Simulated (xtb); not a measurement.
xtb input:

```bash
xtb mol.xyz --gfnff --opt tight --chrg 0 --uhf 0
```
mol.xyz:
```
12

C      1.69952952     0.07834426     0.06787326
C      1.11299908    -1.12833926     0.00869799
O     -0.21649957    -1.33358648    -0.04876051
Si    -1.37949157    -0.11792734    -0.05673882
C     -0.38457180     1.42775867     0.02844962
C      0.96025633     1.32560970     0.07718272
H      2.77892030     0.10940593     0.11041375
H      1.67995798    -2.05128243     0.00257681
H     -2.19146336    -0.26638478    -1.28828475
H     -2.28340968    -0.33868992     1.09748781
H     -0.82903258     2.41658960     0.04128866
H      1.56062712     2.22979591     0.12772367
```

### Question
Which total energy does the run end on?

### Answer
-1.98450 Eh (GFN-FF).
